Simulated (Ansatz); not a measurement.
Relaxation of F3HSi (5 atoms, charge 0, multiplicity 1), to a largest force component of 0.03 eV/Å in at most 50 steps.

Level of theory: RHF/def2-TZVP (Ansatz 0.2.0).

```xyz
5
Properties=species:S:1:pos:R:3
Si -0.789 0.000 0.157
H 1.480 -0.002 1.562
F 1.932 0.002 0.775
F -0.751 1.206 -0.851
F -0.751 -1.206 -0.850
```

Q: Where does it end, and by what steps?

A: The run converged. After 15 steps the energy has fallen by 0.120 eV; H2 moved furthest, 0.68 Å.

```
step  energy less start (eV)  largest force component (eV/Å)  accepted
   0                  0.0000                           0.396       yes
   1                 -0.0406                           1.653       yes
   2                 -0.0240                           2.863        no
   3                 -0.0644                           1.289       yes
   4                 -0.0832                           0.245       yes
   5                 -0.1055                           0.565       yes
   6                 -0.0198                           2.956        no
   7                 -0.1156                           0.164       yes
   8                 -0.1161                           0.161       yes
   9                 -0.0695                           2.036        no
  10                 -0.1184                           0.074       yes
  11                 -0.1170                           0.524        no
  12                 -0.1194                           0.147       yes
  13                 -0.1199                           0.143       yes
  14                 -0.1199                           0.137        no
  15                 -0.1202                           0.027       yes
```

```xyz
5
Properties=species:S:1:pos:R:3
Si -1.200 0.001 -0.019
H 2.142 -0.003 1.714
F 1.669 0.002 0.946
F -0.745 1.208 -0.925
F -0.745 -1.208 -0.923
```

Whether the end is a true minimum wasn't checked by a vibrational analysis.

Run time: 8.8 s on 4 threads of Intel(R) Xeon(R) Platinum 8488C (Sapphire Rapids) (shared host), peak memory 0.24 GiB.
